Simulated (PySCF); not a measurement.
```xyz
4

Ga     0.0000     0.0002     0.0000
H     -1.0676    -1.1451     0.0091
H     -0.4578     1.4974     0.0071
H      1.5254    -0.3522    -0.0162
```

Charge 0, multiplicity 1.

Problem. Give the Mulliken and meta-Löwdin atomic charges from TPSSh-D3(BJ)/def2-TZVP (PySCF 2.14.0).

Solution. 
```json
[
 {"atom": "Ga1", "Mulliken (e)": "0.27", "meta-Löwdin (e)": "0.25"},
 {"atom": "H2", "Mulliken (e)": "-0.09", "meta-Löwdin (e)": "-0.08"},
 {"atom": "H3", "Mulliken (e)": "-0.09", "meta-Löwdin (e)": "-0.08"},
 {"atom": "H4", "Mulliken (e)": "-0.09", "meta-Löwdin (e)": "-0.08"}
]
```
